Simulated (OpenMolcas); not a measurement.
ZrO at 1.724 Å: OpenMolcas input and output

Input (each module block was a call of its own in one work directory; start orbitals came from a preliminary run):

```
&GATEWAY
Coord
2
angstrom
Zr 0.0 0.0 0.0
O 0.0 0.0 1.7240
Basis=ANO-RCC-VDZP
Group=XY
RX2C
AMFI
ANGMom
0.0 0.0 0.0
RICD
&SEWARD
&GUESSORB
* RASSCF and CASPT2 blocks for each multiplicity and irrep, as for the first:
&RASSCF
FileOrb=$CurrDir/o31.orb
Symmetry=1
Spin=3
nActEl=8 0 0
Inactive=12 8
RAS2=5 4
CIRoot=3 3 1
Linear
Iterations=120 100
OrbListing=Nothing
PRWF=0.15
>>COPY $Project.RasOrb $CurrDir/o31.orb
>>COPY $Project.rasscf.h5 $CurrDir/r31.h5
&CASPT2
XMultistate=all
Imaginary=0.2
IPEA=0.25
MaxIter=40
>>COPY $Project.JobMix JOB001
&RASSI
Nr of JobIphs=2 3 5
1 2 3
1 2 3 4 5
SpinOrbit
EJob
Omega
MEES
MESO
Properties=4
'AngMom' 3 'Mltpl  1' 1 'Mltpl  1' 2 'Mltpl  1' 3
Thrs=1.0d-4
>>COPY $Project.rassi.h5 $CurrDir/so.h5
```

```bash
pymolcas m.inp
```

C2 symmetry about the axis (a holds Σ, Δ, Γ; b holds Π, Φ, H; Σ⁺ and Σ⁻ are not told apart); roots by multiplicity and irrep: 3a 3, 1a 5.

RASSI part of the output, in excerpt:

```
SPIN-FREE ENERGIES:
  (Shifted by EMIN (a.u.) =      -3671.6084708690)
 SF State       Relative EMIN(au)   Rel lowest level(eV)    D:o, cm**(-1)      Abs_M
     4             0.0000000000        0.0000000000              0.0000         0.0
     1             0.0158311242        0.4307868355           3474.5301         2.0
     2             0.0158317127        0.4308028500           3474.6593         2.0
     5             0.0401381378        1.0922143712           8809.3030         2.0
     6             0.0401396826        1.0922564074           8809.6420         2.0
     3             0.0842906109        2.2936643713          18499.6508         0.0
     7             0.1028814711        2.7995474468          22579.8729         4.0
     8             0.1028988838        2.8000212710          22583.6946         4.0
++ Dipole transition strengths (spin-free states):
     for osc. strength at least  1.00000000E-05
  ( Max oscillator strength is only    4.8317579168764845E-011 )
 Electric-quadrupole - electric-quadrupole not included
 Electric-dipole - electric-octupole not included
 Electric-dipole - magnetic-quadrupole not included
   Eigenvalues of complex Hamiltonian:
  (Shifted by EMIN (a.u.) =      -3671.6084708690)
 SO State       Relative EMIN(au)   Rel lowest level(eV)    D:o, cm**(-1)      Omega
     1            -0.0000076385        0.0000000000              0.0000         0.0
     2             0.0144457334        0.3932962865           3172.1485         1.0
     3             0.0144457334        0.3932962865           3172.1485         1.0
     4             0.0157551867        0.4289283256           3459.5403         2.0
     5             0.0157557772        0.4289443936           3459.6699         2.0
     6             0.0172171035        0.4687091076           3780.3939         3.0
     7             0.0172171035        0.4687091076           3780.3939         3.0
     8             0.0402140760        1.0944886088           8827.6460         2.0
     9             0.0402156174        1.0945305534           8827.9843         2.0
    10             0.0842906109        2.2938722256          18501.3272         1.0
    11             0.0842906109        2.2938722256          18501.3272         1.0
    12             0.0842982494        2.2940800799          18503.0037         0.0
    13             0.1028814711        2.7997553011          22581.5494         4.0
    14             0.1028988838        2.8002291253          22585.3710         4.0
 Weights of the five most important spin-orbit-free states for each spin-orbit state.
 SO State  Total energy (au)           Spin-free states, spin, and weights
    1        -0.000008       4 0.0  0.9999    3 1.0  0.0001    1 1.0  0.0000    8 0.0  0.0000    7 0.0  0.0000
    2         0.014446       1 1.0  0.5001    2 1.0  0.4999    3 1.0  0.0000    8 0.0  0.0000    7 0.0  0.0000
    3         0.014446       1 1.0  0.5001    2 1.0  0.4999    3 1.0  0.0000    8 0.0  0.0000    7 0.0  0.0000
    4         0.015755       1 1.0  0.9969    5 0.0  0.0028    6 0.0  0.0003    2 1.0  0.0000    4 0.0  0.0000
    5         0.015756       2 1.0  0.9969    6 0.0  0.0028    5 0.0  0.0003    1 1.0  0.0000    8 0.0  0.0000
    6         0.017217       2 1.0  0.5001    1 1.0  0.4999    3 1.0  0.0000    8 0.0  0.0000    7 0.0  0.0000
    7         0.017217       2 1.0  0.5001    1 1.0  0.4999    3 1.0  0.0000    8 0.0  0.0000    7 0.0  0.0000
    8         0.040214       5 0.0  0.9969    1 1.0  0.0028    2 1.0  0.0003    6 0.0  0.0000    3 1.0  0.0000
    9         0.040216       6 0.0  0.9969    2 1.0  0.0028    1 1.0  0.0003    5 0.0  0.0000    3 1.0  0.0000
   10         0.084291       3 1.0  1.0000    2 1.0  0.0000    1 1.0  0.0000    8 0.0  0.0000    7 0.0  0.0000
   11         0.084291       3 1.0  1.0000    2 1.0  0.0000    1 1.0  0.0000    8 0.0  0.0000    7 0.0  0.0000
   12         0.084298       3 1.0  0.9999    4 0.0  0.0001    8 0.0  0.0000    7 0.0  0.0000    5 0.0  0.0000
   13         0.102881       7 0.0  1.0000    3 1.0  0.0000    4 0.0  0.0000    1 1.0  0.0000    2 1.0  0.0000
   14         0.102899       8 0.0  1.0000    3 1.0  0.0000    1 1.0  0.0000    4 0.0  0.0000    2 1.0  0.0000
++ Dipole transition strengths (SO states):
        for osc. strength at least   1.00000000E-05
      From   To        Osc. strength     Einstein coefficients Ax, Ay, Az (sec-1)    Total A (sec-1)
         1   12       2.01406974E-05  0.00000000E+00  0.00000000E+00  4.59940021E+03  4.59940021E+03
 Electric-quadrupole - electric-quadrupole not included
 Electric-dipole - electric-octupole not included
 Electric-dipole - magnetic-quadrupole not included
```

Only roots inside an energy window near the equilibrium distance were included, so the list of states is not complete; labels number the states computed. Each spin and symmetry block has orbitals of its own, averaged over its own roots, so gaps between blocks are less sure than gaps within one and near the minimum can be off by tenths of an eV, in bad cases by more. No Rydberg orbitals are active, so Rydberg states, and σ→σ* states whose orbital the CASSCF left unused, can be missing between those listed. CASPT2 splits the two components of degenerate states numerically, here by up to 4 cm⁻¹. No roots were computed in blocks 1b, 3b (none fell in the window or the block failed), so states of that kind are missing and can lie low or lowest. For d and f metals this valence active space lacks a second d shell: the order of states is not reliable within half an eV or more, and the lowest computed state need not be the true ground state. The CASPT2 reference weights are uneven, so some states carry less reliable energies.
